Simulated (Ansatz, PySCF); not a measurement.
Process, species as SMILES: NB(Br)Br -> Br[B]Br + [NH2] (NH2) (the B-N bond at the site shown breaks; other sites are not compared here)
Geometries: B3LYP-D3(BJ)/def2-TZVP minima from Ansatz (a quantum-chemistry and plane-wave program), one conformer each, not searched for the lowest. Frequencies are from Ansatz or PySCF.

Wanted: bond dissociation energy (enthalpy at 298 K, with B3LYP-D3(BJ) rigid-rotor harmonic-oscillator terms), in kJ/mol. Valence correlation only, unless marked. Open shells are spin-unrestricted. No spin-orbit coupling. Frozen are the shells of the preceding noble gas and the d and f shells that filled before the atom's block. No relativistic terms. CBS(X,Y): correlation extrapolated as X^-3; Hartree-Fock from the larger set. The bracket is a focal-point correction in the basis named.

| level | program | bond dissociation energy (kJ/mol) |
|---|---|---|
| HF/aug-cc-pVTZ | Ansatz | 431.8 |
| BLYP-D3(BJ)/def2-TZVPD | Ansatz + dftd3 | 533.8 |
| r2SCAN/def2-TZVPD | Ansatz | 529.8 |
| BHLYP/def2-TZVPD | Ansatz | 533.3 |
| r2SCANh/def2-TZVPD | Ansatz | 530.2 |
| HSE06-D3(BJ)/def2-TZVPD | Ansatz + dftd3 | 550.5 |
| RPA@PBE/cc-pVTZ | Ansatz | 523.7 |
| MP2/aug-cc-pVDZ | Ansatz | 563.5 |
| SCS-MP2/cc-pVTZ | Ansatz | 570.8 |
| CCSD/STO-3G | Ansatz | 565.5 |
| CCSD/aug-cc-pVTZ | Ansatz | 543.3 |
| CCSD/CBS(cc-pVTZ,cc-pVQZ) | Ansatz | 556.2 |
| CCSD(T)/6-31G* | Ansatz | 545.5 |
| RI-MP2/CBS(cc-pVTZ,cc-pVQZ)+[CCSD(T)-MP2]/cc-pVQZ | Ansatz | 565.7 |
| CCSD(T)/CBS(cc-pVTZ,cc-pVQZ) | Ansatz | 565.7 |
